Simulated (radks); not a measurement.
Values are calculated unless marked as measured or tabulated.
All-electron atom: the silicon ion Si3+ in [Ne] 3s1.

Level of theory: Dirac Kohn-Sham, BP86, spin-unpolarised, spherical densities, point nucleus (a radial shooting solver on a logarithmic mesh with Libxc functionals).

Energy parts (hartree):
| part | energy |
|---|---|
| total | -287.88015 |
| kinetic | 288.79679 |
| electron-nucleus | -672.69539 |
| Hartree | 115.99144 |
| exchange-correlation | -19.97300 |

Orbitals (lengths in bohr, moments of r in powers of bohr):
orbital  occ.  eigenvalue (hartree)     <r>   <1/r>      <r^4>  small-component weight
1s1/2       2             -67.05425  0.1112   13.64  0.0007195                2.46e-03
2s1/2       2              -6.46967  0.5658   2.590     0.2691                3.51e-04
2p1/2       2              -4.87333  0.5324   2.481     0.2812                3.30e-04
2p3/2       4              -4.84927  0.5346   2.468     0.2853                3.28e-04
3s1/2       1              -1.45582   1.845  0.7432      23.23                6.16e-05
3p1/2       0              -1.13749   2.043  0.6600      36.59                5.18e-05
3p3/2       0              -1.13509   2.047  0.6583      36.87                5.16e-05

The highest occupied level is 3s1/2 at -39.615 eV. Summed over all electrons, <r^2> = 6.833 bohr^2, which gives a Langevin (diamagnetic) susceptibility term of -5.41 x 10^-6 cm^3/mol.
